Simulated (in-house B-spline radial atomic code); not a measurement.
Computed with a B-spline radial atomic code. Model: two electrons, singlet ground state, non-relativistic, full CI in B-splines with partial waves to l = 8 (at full coupling up to 3e-4 hartree above the limit, correlation up to 0.6 % small), density held at that of full coupling by Lieb maximisation.

Along the adiabatic connection the electron repulsion is scaled by a coupling λ while a local potential keeps the density fixed. At λ = 0 the system is the Kohn-Sham one and W equals the exchange energy; the exchange-correlation energy is the area under W between 0 and 1. The kinetic energy rises with λ as the electrons avoid each other, with dT/dλ = −λ dW/dλ.

Command:
```bash
python run_ac.py task.json out
```
Settings (lengths in bohr, energies in hartree):
```
potential              dot
strength               0.0396
lmax                   8
second                 0.3
```

Time taken, with all properties: 24 s on 1 thread of Intel(R) Xeon(R) Processor @ 2.30GHz, with other jobs on the host.

**W = mean repulsion less Hartree energy, and W of three functionals.**

Given: confinement charge in harmonic well; well frequency 0.0396 hartree; nuclear charge 0.3; external potential omega^2 r^2/2 - Z/r.

Computed: LDA exchange minus exact 23.089 millihartree; PBE exchange minus exact 5.4098 millihartree.

```tsv
coupling	W xc (hartree)	W xc minus exchange (millihartree)	kinetic minus Kohn-Sham (millihartree)	LDA (PW92) W minus its exchange (millihartree)	PBE W minus its exchange (millihartree)	SCAN W minus its exchange (millihartree)
0	-0.15889	0	0	0	0	0
0.02	-0.16071	-1.824	0.02	-7.65	-2.27	-1.8
0.05	-0.16326	-4.367	0.11	-14.33	-5.47	-4.25
0.12	-0.16842	-9.532	0.54	-24.61	-11.89	-9.19
0.25	-0.17586	-16.969	1.89	-36.62	-20.94	-16.38
0.4	-0.18211	-23.221	3.9	-45.7	-28.51	-22.6
0.6	-0.18807	-29.186	6.84	-54.06	-35.84	-28.72
0.8	?	?	?	?	?	?
1	-0.19565	-36.762	12.77	-64.73	-45.54	-36.76
1.4	-0.20031	-41.425	18.3	-71.55	-51.87	-41.77
2	-0.20478	-45.89	25.78	-78.41	-58.32	-46.5
3	?	?	?	?	?	?
4.5	-0.21288	-53.995	50.2	-92.1	-71.37	-54.23
```

Problem. What belongs in the row 0.8?

Solution. W xc (hartree): -0.19238; W xc minus exchange (millihartree): -33.494; kinetic minus Kohn-Sham (millihartree): 9.84; LDA (PW92) W minus its exchange (millihartree): -60.09; PBE W minus its exchange (millihartree): -41.28; SCAN W minus its exchange (millihartree): -33.26.

Problem. What belongs in the row 3?

Solution. W xc (hartree): -0.20918; W xc minus exchange (millihartree): -50.291; kinetic minus Kohn-Sham (millihartree): 36.58; LDA (PW92) W minus its exchange (millihartree): -85.61; PBE W minus its exchange (millihartree): -65.16; SCAN W minus its exchange (millihartree): -50.91.

Problem. What is the SCAN exchange minus exact?

Solution. 0.532 millihartree.

**Energy parts, natural occupations and partial-wave weights.**

Computed: total energy 0.1134 hartree; exchange energy -0.15889 hartree; correlation energy -0.023996 hartree; initial slope twice GL2 -0.093762 hartree; kinetic part over minus potential part 0.34726; Hartree energy 0.31778 hartree; Kohn-Sham kinetic 0.062638 hartree.

```tsv
natural	occupation of the shell (electrons)
s	1.7885
p	?
s	0.047084
d	0.0005241
p	0.00025144
f	6.2923e-05
```

Problem. What belongs in the row p?

Solution. occupation of the shell (electrons): 0.16348.

```tsv
wave	weight
s	0.91781
p	0.081872
d	0.00027418
f	?
g	7.762e-06
```

Problem. What belongs in the row f?

Solution. weight: 3.4955e-05.

Problem. What is the kinetic part of the DFT correlation energy?

Solution. 0.012766 hartree.

Problem. What is the Lieb Oxford ratio E_xc over LDA exchange?

Solution. 1.3467.

Half-way to full coupling W has made 71 % of its drop, against 50 % for a straight line, and second-order (GL2) theory, half the initial slope, overshoots the correlation energy by about 95 %: correlation is strong. Over couplings 0 to 1 the errors in E_xc come to about +1.2 millihartree for LDA, -0.1 millihartree for PBE, +0.9 millihartree for SCAN, so PBE is nearest. In LDA and PBE the errors of exchange and correlation have opposite signs, so the sum is smaller than the larger of the two.
